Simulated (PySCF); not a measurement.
**Spin states and ions at one geometry of [Tl(CN)]2+**

PySCF 2.14.0, RKS PBE, Tl def2-SVP with ECP60, C def2-SVP, N def2-SVP; non-relativistic Hamiltonian with scalar-relativistic core potentials where named; density fitting; no spin-orbit coupling; singlets restricted, open shells unrestricted. The geometry is relaxed for charge +2, singlet, vacuum:

```xyz
3

Tl    0.0000    0.0000   -0.3442
C     0.0000    0.0000    1.9148
N     0.0000    0.0000    3.0976
```

Energies count from the relaxed state; an electron taken off or put on is at rest in vacuum. Charges and spins are Mulliken's.

Task: Order these states by energy, lowest first.
A. charge +2, triplet, vacuum
B. charge +3, doublet, vacuum
C. charge +2, singlet, vacuum
D. charge +1, doublet, vacuum

Result: D (-17.28 eV), C (0.00 eV), A (0.95 eV), B (25.41 eV).

Task: How do charge and spin on the first atom follow?

Result: 
| state | spin squared | charge on Tl1 (e) | spin on Tl1 (e) | dipole about the centre of mass (D) |
| --- | --- | --- | --- | --- |
| charge +2, singlet, vacuum | 0.00 | 1.50 | 0.00 | 2.11 |
| charge +2, triplet, vacuum | 2.00 | 1.33 | 0.60 | 5.15 |
| charge +3, doublet, vacuum | 0.76 | 1.94 | -0.08 | 7.91 |
| charge +1, doublet, vacuum | 0.75 | 0.95 | 0.38 | 1.34 |

With an electron taken off (doublet) the charges change, summed by element, by Tl +0.43 e, C +0.30 e, N +0.27 e. The vertical ionisation energy is 25.41 eV, against −ε(HOMO) = 21.51 eV of the relaxed state. The level lies 3.9 eV too high, as is usual for semilocal functionals and global hybrids, which keep a self-interaction error.

With an electron put on (doublet) the charges change, summed by element, by Tl -0.55 e, C -0.19 e, N -0.25 e. The vertical electron affinity is 17.28 eV, against −ε(LUMO) = 20.74 eV of the relaxed state.

Open shells may have lower solutions than those found.

The gap of the closed shell is small, and it wasn't tested for a lower spin-broken solution at this geometry.
